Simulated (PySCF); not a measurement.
# Two-component Hartree-Fock for Tl⁴⁴⁺ (thallium, charge +44)

Start: [Kr] 4d1; 4d3/2 filled at m_j = +3/2. Calculated with PySCF 2.14 in an even-tempered Gaussian basis (16 s from 5.8 bohr⁻², ratio 2.8; 14 p from 7.5 bohr⁻², ratio 2.8; 9 d from 7.5 bohr⁻², ratio 2.8; 3 f from 27 bohr⁻², ratio 3): generalised Hartree-Fock with the X2C-1e Hamiltonian and a Gaussian nucleus; one run each with spin-orbit coupling (SO) switched off, then screened by Boettger's factors.

```
spinor shell  electrons  ε, spin-free (eV)  ε, screened SO (eV)  weight of nominal j (screened SO)  rms radius, screened SO (bohr)
       1s1/2          2           -88165.1             -88128.1                              1.000                          0.0184
       2s1/2          2           -17619.1             -17606.8                              1.000                          0.0743
       2p1/2          2           -15472.6             -16966.9                              1.000                          0.0628
       2p3/2          4           -15472.6             -14892.3                              1.000                          0.0710
       3s1/2          2            -5836.9              -5832.3                              1.000                           0.187
       3p1/2          2            -5204.0              -5549.6                              1.000                           0.179
       3p3/2          4            -5204.0              -5065.7                              1.000                           0.195
       3d3/2          4            -4554.0              -4614.6                              1.000                           0.170
       4s1/2          2            -2659.5              -2657.8                              1.000                           0.394
       4p1/2          2            -2423.7              -2536.2                              1.000                           0.388
       4p3/2          4            -2423.7              -2378.0                              1.000                           0.414
       4d3/2          1            -2186.0              -2204.8                              1.000                           0.395
```

Task: Where does 3d5/2 lie, and what is the 3d spin-orbit splitting (screened SO)?

Result: At -4509.5 eV, 105.08 eV above 3d3/2.

```csv
quantity,spin-free,screened SO
E (hartree),-18935.42995,-18971.32100
M_J,3/2,3/2
⟨J²⟩,4.226,3.750
⟨L²⟩,6.001,6.123
⟨S²⟩,0.750,0.872
```

Each row is a mean over spinors that exchange with the open shell spreads, by up to 14.531 eV (4p1/2).

Breit and QED terms are absent; they matter most for the inner s and p1/2 levels.

Densities and radii are taken from the X2C orbitals without a picture-change correction, which distorts them close to the nucleus.

Without spin-orbit coupling the j labels of p, d and f shells carry no meaning; the spin-free column gives the mean over the occupied spinors of each nl shell, and its ⟨J²⟩ belongs to a mixture of degenerate components.
